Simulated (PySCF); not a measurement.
## Basis and Hamiltonian dependence of the excitation energy of As²⁺

As²⁺ [Ar] 3d10 4s2 4p1 (2P) → As²⁺ [Ar] 3d10 4s1 4p2 (4P). All values are computed (PySCF 2.14, energy differences of UHF-based or UKS calculations, no spin-orbit coupling). Values in eV.

```json
{"basis": "aug-cc-pVDZ-DK", "Hamiltonian": "spin-free X2C", "functions": "36", "UHF": "6.539", "PBE": "8.636", "PBE0": "8.234", "MP2 (valence)": "7.264", "CCSD(T) (valence)": "n/a"}
{"basis": "x2c-TZVPPall", "Hamiltonian": "spin-free X2C", "functions": "48", "UHF": "6.583", "PBE": "8.718", "PBE0": "8.307", "MP2 (valence)": "7.408", "CCSD(T) (valence)": "7.703"}
{"basis": "def2-TZVPPD", "Hamiltonian": "non-relativistic", "functions": "54", "UHF": "6.007", "PBE": "8.079", "PBE0": "7.684", "MP2 (valence)": "6.870", "CCSD(T) (valence)": "7.183"}
{"basis": "cc-pVQZ-DK", "Hamiltonian": "spin-free X2C", "functions": "68", "UHF": "6.489", "PBE": "8.648", "PBE0": "8.230", "MP2 (valence)": "7.392", "CCSD(T) (valence)": "n/a"}
{"basis": "dyall-av2z", "Hamiltonian": "non-relativistic", "functions": "92", "UHF": "6.045", "PBE": "8.130", "PBE0": "7.728", "MP2 (valence)": "6.827", "CCSD(T) (valence)": "7.179"}
{"basis": "aug-cc-pVQZ-DK", "Hamiltonian": "spin-free X2C", "functions": "93", "UHF": "6.489", "PBE": "8.648", "PBE0": "8.230", "MP2 (valence)": "7.395", "CCSD(T) (valence)": "7.671"}
{"basis": "def2-QZVPPD", "Hamiltonian": "non-relativistic", "functions": "95", "UHF": "5.985", "PBE": "8.085", "PBE0": "7.682", "MP2 (valence)": "6.905", "CCSD(T) (valence)": "7.193"}
{"basis": "aug-cc-pwCVTZ-PP with ECP10MDF", "Hamiltonian": "ECP", "functions": "96", "UHF": "6.481", "PBE": "8.676", "PBE0": "8.249", "MP2 (valence)": "7.370", "CCSD(T) (valence)": "7.661"}
{"basis": "x2c-QZVPPall", "Hamiltonian": "spin-free X2C", "functions": "97", "UHF": "6.488", "PBE": "8.656", "PBE0": "8.235", "MP2 (valence)": "7.398", "CCSD(T) (valence)": "7.672"}
{"basis": "x2c-QZVPPall with one added diffuse shell each of s, p, d, f type", "Hamiltonian": "spin-free X2C", "functions": "113", "UHF": "6.488", "PBE": "8.655", "PBE0": "8.234", "MP2 (valence)": "7.399", "CCSD(T) (valence)": "n/a"}
```

Frozen in the all-electron rows: valence: [Ar] 3d10; with a core potential, the same shells as far as they lie outside it.

Non-relativistic rows lack the scalar-relativistic shift.
